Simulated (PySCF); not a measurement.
H5PSeSi.
Numbering: `[PH2:1][SiH2:2][SeH:3]` (hydrogens: H4, H5 on P1; H6, H7 on Si2; H8 on Se3)

Computed, not measured: PBE0-D3(BJ)/def2-SVP geometry optimisation, gas phase in PySCF.

Task: What internal coordinates does the optimisation give?

Result: 
```csv
bond,length (Å)
P1–Si2,2.263
Si2–Se3,2.287
"P1–H4, P1–H5",1.429
"Si2–H6, Si2–H7",1.493
Se3–H8,1.472
```

Bonds in one row agree within 0.01 Å and their mean is given. A selection of angles:
```csv
angle,degrees
Si2–P1–H4,93.2
H4–P1–H5,93.7
P1–Si2–Se3,116.4
P1–Si2–H6,107.1
P1–Si2–H7,108.7
Se3–Si2–H6,111.0
Se3–Si2–H7,104.0
H6–Si2–H7,109.5
Si2–Se3–H8,93.2
```

Dihedral angles: H8–Se3–Si2–P1 -63° (synclinal). The mirror-image conformer, all signs reversed, is as good.

Si2 (SiH2 silicon) is distorted tetrahedral (angles from 104.0° to 116.4°). P1 (three-coordinate phosphorus) is pyramidal (angles 93.7°, 93.7° and 93.2°, sum 280.6°, 0.87 Å off the plane of its three neighbours).

Stationary, but not proved a minimum. One conformer, not necessarily the lowest (H–P1–Si2–Se3 53° and -41°, P1–Si2–Se3–H -63°).
